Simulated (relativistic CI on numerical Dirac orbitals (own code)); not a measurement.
# Co+: L-alpha,beta X-ray emission

Computed with this model: Dirac-Coulomb-Breit CI, separate exchange-only KLI orbitals for each configuration, model QED (radiative potential, 1s self-energy scaled to tabulated hydrogen-like ionisation energies), valence Slater integrals scaled by 0.8, multiplet model of X-ray emission after core ionisation; configurations [Ar] 3d8 → [He] 2s2 2p5 3s2 3p6 3d8 → [Ar] 3d7; 300 K; Lorentzian 0.6 eV and Gaussian 0.5 eV FWHM. Energies are those of the free ion, without screening or charge transfer. S is read from ⟨S²⟩ = S(S + 1).

Field parameters in Wybourne normalisation: Oh B⁴₀ = 21Dq, B⁴₄ = √(5/14) B⁴₀. The field is a parameter set, without covalency.

free ion: ground-state S = 1.00, centroid 786.37 eV. Peaks (eV, height): 778.9 (68), 780.7 (100), 791.3 (12), 793.5 (97), 795.6 (58).

Oh, 10Dq = 2400 cm⁻¹: ground-state S = 1.00, centroid 785.60 eV. Peaks (eV, height): 779.0 (73), 780.5 (100), 793.5 (64), 795.2 (58).

Oh, 10Dq = 6550 cm⁻¹: ground-state S = 1.00, centroid 785.14 eV. Peaks (eV, height): 778.8 (100), 780.4 (88), 793.2 (72), 793.8 (71), 795.1 (54).

Oh, 10Dq = 10750 cm⁻¹: ground-state S = 1.00, centroid 785.00 eV. Peaks (eV, height): 778.7 (100), 792.7 (48), 793.7 (67).

Oh, 10Dq = 14900 cm⁻¹: ground-state S = 1.00, centroid 784.76 eV. Peaks (eV, height): 777.6 (50), 778.6 (100), 781.9 (21), 792.4 (46), 793.8 (78).

Oh, 10Dq = 19100 cm⁻¹: ground-state S = 1.00, centroid 784.68 eV. Peaks (eV, height): 774.7 (7), 777.4 (47), 778.4 (100), 779.4 (72), 781.0 (24), 782.1 (21), 792.2 (45), 794.1 (72), 795.8 (13).

Strongest unbroadened transitions for Oh, 10Dq = 2400 cm⁻¹:

```csv
Energy (eV),Relative strength
778.84,77.5
778.91,99.4
779.02,66.9
780.38,67.9
780.40,62.4
780.47,97.3
780.54,66.7
780.82,89.7
780.88,85.2
781.04,72.0
781.49,57.5
792.98,58.0
793.56,100.0
793.66,60.8
793.76,79.4
794.80,65.2
795.34,80.1
795.63,55.0
```
